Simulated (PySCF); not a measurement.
Molecule: SMILES O=C(N(C)C)C1CC1, C6H11NO.

Bonds (- single, = double, # triple, : aromatic): C1-N2, N2-C3, N2-C4, C4=O5, C4-C6, C6-C7, C7-C8, C8-C6. C1 carries H9, H10, H11; C3 carries H12, H13, H14; C6 carries H15; C7 carries H16, H17; C8 carries H18, H19. H16, H19 are cis to C4 on the ring; H17, H18 are trans to C4 on the ring.

Frames of a GFN2-xTB Langevin trajectory at 200 K; GIAO PBE0/pcSseg-1 shieldings in PySCF 2.14.0 with density-fitted response routines, gas phase, non-relativistic; equivalent atoms averaged within each frame.

Chemical shifts δ = σref − σ; $^{13}$C (σref 186.93), $^{1}$H (σref 31.72) against TMS; $^{15}$N (σref 267.73) vs NH3; H2O for $^{17}$O (σref 336.08), all at this level. The references are static minima.

**Question.** How do the shifts (ppm) fluctuate along the trajectory?

**Answer.** 
```csv
time (fs),C4,C3,C1,C6,C7/C8,N2,O5,H12/H13/H14,H9/H10/H11,H15
optimised geometry,173.7,35.6,37.3,15.1,7.8,114.9,390.4,3.15,3.17,1.31
250,173.6,42.4,40.4,21.8,7.2,123.7,434.8,4.09,3.19,1.42
425,176.2,41.3,39.4,16.9,10.7,113.8,416.6,3.20,3.09,1.53
625,180.1,33.0,33.9,20.1,9.2,118.0,453.6,3.21,2.75,2.64
800,171.6,39.7,40.7,19.9,12.0,124.0,422.4,2.97,3.58,2.00
1000,171.4,35.5,36.2,19.5,4.5,118.0,427.8,2.84,3.25,1.35
mean of frames,174.6,38.4,38.1,19.6,8.7,119.5,431.0,3.26,3.17,1.79
standard deviation,3.6,4.0,3.0,1.8,3.0,4.3,14.3,0.49,0.30,0.54
```

5 frames give an uncertainty of the mean of about the standard deviation over 2.2 at best, since frames this close in time may not be independent; classical motion lacks zero-point vibration, and the reference would need the same averaging.
